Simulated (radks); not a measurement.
Coulomb parameter of the 5d shell of neutral iridium in the model configuration [Xe] 4f14 5d8 6s1, as a second difference U = [E(n + 0.5) + E(n - 0.5) - 2 E(n)] / (0.5)^2 with all orbitals relaxed. "Bare": the charge of the atom changes with n. "Screened": the 6s shell takes up the change at fixed total charge, which measures U(5d,5d) + U(6s,6s) - 2 U(5d,6s). Calculated with a radial shooting solver on a logarithmic mesh with Libxc functionals: Dirac Kohn-Sham, LDA (Slater exchange, Perdew-Wang correlation), spin-unpolarised, spherical densities, point nucleus; open shells are shared between the two j in proportion to 2j + 1.

| case | configuration | E - E(n) (eV) |
|---|---|---|
| start | [Xe] 4f14 5d8 6s1 | 0.000 |
| bare +0.5 | [Xe] 4f14 5d8.5 6s1 | -1.777 |
| bare -0.5 | [Xe] 4f14 5d7.5 6s1 | 3.999 |
| screened +0.5 | [Xe] 4f14 5d8.5 6s0.5 | 0.189 |
| screened -0.5 | [Xe] 4f14 5d7.5 6s1.5 | 0.030 |

U(bare) = 8.888 eV, U(screened by 6s) = 0.873 eV. The step up makes a negative ion, whose loosely bound charge lowers the bare value.
